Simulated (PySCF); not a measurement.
**SnP and its ions**

r²SCAN; PySCF, scalar-relativistic core potentials, basis sets Sn def2-SVPD with ECP28, P def2-SVPD. Neutral (UKS): doublet (π ↑), Re = 2.363 Å, ωe = 407 cm⁻¹, De = 2.83 eV, HOMO -5.44 eV, LUMO -4.78 eV.

SnP⁺ (UKS): triplet (π ↑↑), Re = 2.539 Å, ωe = 327 cm⁻¹, De = 2.29 eV to Sn⁺ + P. The energies at the minima are -555.55695 hartree for SnP and -555.26493 for SnP⁺.

Question: Work out the adiabatic ionisation energy, without and with harmonic zero-point energies (1 hartree = 27.2114 eV, 1 eV = 8065.5 cm⁻¹), and the change of the bond length.

Answer: At r²SCAN: 0.29202 hartree = 7.946 eV between the minima; the zero-point term (327.0 − 407.0)/2 cm⁻¹ = -0.005 eV makes it 7.941 eV. Re changes by +17.6 pm against the neutral. The electron leaves a π orbital, and the longer bond of the ion fits a bonding orbital, or a change in how ionic the bond is.

Spin–orbit coupling is left out, which matters for elements this heavy, above all for dissociation energies. For an ion De counts to the pair picked by the measured ionisation energies or electron affinities, which need not be the lowest pair at this level. States were picked by a PBE0 search and need not be the measured ground states.
